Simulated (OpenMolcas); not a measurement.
**Mo4+: moving the ligands**

Mo4+ with 6 ligands (chloride) in octahedral coordination (Oh) at 2.41 Å. A charge of +0.333 e stands 2.6 Å behind each ligand. Ligand basis ANO-RCC-VDZP.

* Program: OpenMolcas
* Method: SS-CASPT2, IPEA 0.25 Eh, imaginary shift 0.1 Eh (closed shells correlated: 4s 4p and the ligand valence shells)
* Basis: ANO-RCC-VTZP [7s6p4d2f1g]
* Scalar Hamiltonian: DKH2, point nucleus
* Active space: 2 electrons in 5 orbitals (4d)
* State averaging: 2S+1 = 3 even, 10 roots; 2S+1 = 1 even, 15 roots
* Spin-orbit coupling: RASSI with atomic mean-field integrals over the reference wave functions

Runs around this geometry, states (labels of O, the rotations of Oh). Energies in cm-1 above the lowest state or level, χT in cm3 K/mol; under a threefold ground state the first gap can be a small split of the lowest multiplet, not the spin-orbit step; 10Dq and B are least-squares fits to the states below 45000 cm-1, weighted by degeneracy, with a free offset, and given where the rms deviation is under 5 % of |10Dq| (or 100 cm-1) and under 700 cm-1.

```csv
R (Å),Ground state,First state of that spin,10Dq,B (rms of fit),First gap with spin-orbit (degeneracies),χT at 300 K,First state of another spin
2.36,3T1,3T2 25220,25451,468 (467),"26 (2, 3)",0.407,1T2 5760
2.41,3T1,3T2 23450,,,"30 (2, 3)",0.395,1T2 5850
2.5,3T1,3T2 20940,,,"36 (2, 3)",0.378,1T2 6170
```

Taking the first state of the same spin as R^-n, n = -ln(20940 / 25220) / ln(2.5 / 2.36) = 3.2 between the shortest and longest distance.

Roots that are degenerate in the reference are averaged as groups; the widest CASPT2 spread within a group is 820 cm-1 (the 3-fold group of multiplicity 1 near 28000 cm-1 above the lowest state of its run, R = 2.5). Shifts and gaps below about the spread of the groups concerned are not significant. Over all roots computed the reference weight is 0.63 to 0.65 in R = 2.36, 0.63 to 0.65 in R = 2.41, 0.63 to 0.65 in R = 2.5; a low but even weight reflects the number of correlated electrons. An orbital triplet at a regular site is open to Jahn-Teller coupling, which can distort the site and quench the lowest spin-orbit gaps and is left out. Ligand-to-metal charge-transfer states are missing. With no ligand orbital active B as a rule stays too high, so bands that hang on it stand too high and its fall with covalency is understated. With one d shell and no ligand orbital active, 10Dq can be off by a tenth or more. The least metal-like active orbital is 70 % on the metal (Löwdin) and no ligand orbital is active, so the numbers are rough (holds for R = 2.36). The least metal-like active orbital is 72 % on the metal (Löwdin) and no ligand orbital is active, so the numbers are rough (holds for R = 2.41). The least metal-like active orbital is 73 % on the metal (Löwdin) and no ligand orbital is active, so the numbers are rough (holds for R = 2.5). No measured value stands beside these numbers; the geometry is a model, was not optimised and need not be the one that this ion takes.
